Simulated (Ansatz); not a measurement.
Ideal-gas functions of `[OH][Sc]([OH])[F]` at 800 K and 1 bar, from an Ansatz frequency run at PBE0-D4/def2-TZVP.

Molar mass 97.97 g/mol, point group C2v (symmetry number 2), electronic degeneracy 1, moments of inertia 95.07, 97.027, 192.097 u Å². Harmonic wavenumbers (cm⁻¹, unscaled): 101, 131, 165, 173, 249, 400, 415, 641, 730, 759, 4008, 4010.

Use S(trans) = R[1.5 ln M + 2.5 ln T − 1.1517]; rotational temperatures θ = 24.2544 K / I; S(rot) = R[ln(√π/σ · √(T³/θAθBθC)) + 1.5]; for each mode x = 1.438777 ν̃/T, S = R[x/(eˣ − 1) − ln(1 − e⁻ˣ)] and H = RT x/(eˣ − 1); 1 cm⁻¹ = 0.0119627 kJ/mol; R = 8.31446 J/(mol·K).

**Question.** By hand: the entropy, in J/(mol·K).

**Answer.** Translation 186.6. Rotation: θ = 0.2551, 0.25, 0.1263 K, giving 114.9. Vibration, mode by mode: 22.51, 20.35, 18.45, 18.06, 15.06, 11.23, 10.94, 7.58, 6.62, 6.34, 0.05, 0.05, in all 137.2. Electronic 0.0. Sum 438.7 J/(mol·K).

**Question.** By hand: H − E and G − E in kJ/mol, counted from the electronic energy.

**Answer.** Zero-point energy ½ × 11782 × 0.0119627 = 70.5; thermal vibration 47.6; translation, rotation and pV give 4 RT = 26.6. H − E = 144.7 kJ/mol, and G − E = 144.7 − 800 × 438.7/1000 = -206.3 kJ/mol.

Vibration gives 31 % of the entropy, 42.9 J/(mol·K) of it from the modes under 150 cm⁻¹: soft modes count most, and the harmonic formula is weakest for them. The sum counts one conformer and one mirror image; others add a mixing term.
